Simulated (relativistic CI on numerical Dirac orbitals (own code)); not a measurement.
# Cr+ in a cubic cluster: 3s photoemission with charge transfer

Computed with a charge-transfer multiplet model of a cubic metal-ligand cluster with up to 3 ligand holes, Slater and spin-orbit integrals from Dirac-Coulomb-Breit ions, Slater integrals scaled by 0.8. The ground state mixes d5 with configurations of k ligand holes L, whose averages lie at kΔ + k(k − 1)U_dd/2; a core hole lowers each added d electron by U_cd. 300 K, Lorentzian 1.4 eV and Gaussian 0.8 eV FWHM.

Atomic integrals in eV (Slater integrals scaled, ζ unscaled), ground: F2dd 6.636, F4dd 4.082, zeta_d 0.022; with the core hole: F2dd 7.841, F4dd 4.877, zeta_d 0.029, G2cd 8.263.

Cluster parameters (eV): Δ = 8.8, U_dd = 6.5, U_cd = 8.2, 10Dq = 0.9, 10Dq(ligand) = 1.2, final-state hopping factor = 1.

```csv
Case,n_d,d5,d6L,d7L2,d8L3,S
"V(eg) = 1.55 eV, V(t2g) = -0.71 eV",5.05,0.95,0.05,0.00,0.00,2.50
"V(eg) = 2.15 eV, V(t2g) = -0.99 eV",5.10,0.91,0.09,0.00,0.00,2.50
"V(eg) = 2.75 eV, V(t2g) = -1.27 eV",5.15,0.86,0.14,0.00,0.00,2.50
```

Weights, n_d and S are thermal averages at 300 K. Binding energies count from the first peak over 30 % of the highest in each spectrum, which can be another peak from case to case. The parameters are a model scan and need not match a compound or its usual spin state. Peaks in eV (height, largest 100):
- V(eg) = 1.55 eV, V(t2g) = -0.71 eV: 0.0 (100), 5.4 (16), 9.4 (60), 13.9 (17)
- V(eg) = 2.15 eV, V(t2g) = -0.99 eV: 0.0 (100), 6.8 (21), 9.3 (58), 15.0 (16)
- V(eg) = 2.75 eV, V(t2g) = -1.27 eV: 0.0 (100), 9.2 (56), 16.2 (14)

Curve for V(eg) = 2.15 eV, V(t2g) = -0.99 eV (points under 2 left out, the grid thinned):

```json
{"E (eV)": "-3.3", "Intensity": "5.7"}
{"E (eV)": "-2.8", "Intensity": "7.8"}
{"E (eV)": "-2.3", "Intensity": "11.3"}
{"E (eV)": "-1.8", "Intensity": "18.0"}
{"E (eV)": "-1.4", "Intensity": "28.1"}
{"E (eV)": "-0.9", "Intensity": "52.6"}
{"E (eV)": "-0.4", "Intensity": "88.1"}
{"E (eV)": "0.1", "Intensity": "98.0"}
{"E (eV)": "0.6", "Intensity": "67.6"}
{"E (eV)": "1.1", "Intensity": "36.8"}
{"E (eV)": "1.6", "Intensity": "20.8"}
{"E (eV)": "2.1", "Intensity": "13.4"}
{"E (eV)": "2.5", "Intensity": "10.3"}
{"E (eV)": "3.0", "Intensity": "8.2"}
{"E (eV)": "3.5", "Intensity": "7.2"}
{"E (eV)": "4.0", "Intensity": "7.0"}
{"E (eV)": "4.5", "Intensity": "7.8"}
{"E (eV)": "5.0", "Intensity": "9.3"}
{"E (eV)": "5.5", "Intensity": "11.2"}
{"E (eV)": "5.9", "Intensity": "14.3"}
{"E (eV)": "6.4", "Intensity": "19.7"}
{"E (eV)": "6.9", "Intensity": "21.3"}
{"E (eV)": "7.4", "Intensity": "19.4"}
{"E (eV)": "7.9", "Intensity": "21.8"}
{"E (eV)": "8.4", "Intensity": "33.4"}
{"E (eV)": "8.9", "Intensity": "52.2"}
{"E (eV)": "9.3", "Intensity": "58.4"}
{"E (eV)": "9.8", "Intensity": "44.7"}
{"E (eV)": "10.3", "Intensity": "26.2"}
{"E (eV)": "10.8", "Intensity": "15.2"}
{"E (eV)": "11.3", "Intensity": "9.7"}
{"E (eV)": "11.8", "Intensity": "7.1"}
{"E (eV)": "12.3", "Intensity": "5.9"}
{"E (eV)": "12.7", "Intensity": "5.6"}
{"E (eV)": "13.2", "Intensity": "6.0"}
{"E (eV)": "13.7", "Intensity": "7.5"}
{"E (eV)": "14.2", "Intensity": "10.9"}
{"E (eV)": "14.7", "Intensity": "14.8"}
{"E (eV)": "15.2", "Intensity": "15.1"}
{"E (eV)": "15.7", "Intensity": "12.5"}
{"E (eV)": "16.2", "Intensity": "9.5"}
{"E (eV)": "16.6", "Intensity": "7.1"}
{"E (eV)": "17.1", "Intensity": "4.5"}
{"E (eV)": "17.6", "Intensity": "3.0"}
{"E (eV)": "18.1", "Intensity": "2.1"}
```

For the case V(eg) = 2.15 eV, V(t2g) = -0.99 eV, Δ = 8.8 eV is larger than U_dd = 6.5 eV, the Mott-Hubbard side of the Zaanen-Sawatzky-Allen scheme. With the core hole the average of the configuration with one ligand hole lies at Δ − U_cd = 0.6 eV before mixing: the effective hopping of about 3.4 eV (from the holes of the mixed ground state) is comparable with this gap or larger, so the configurations mix strongly.

Without intra-shell correlation the exchange splitting of the 3s hole comes out too large.
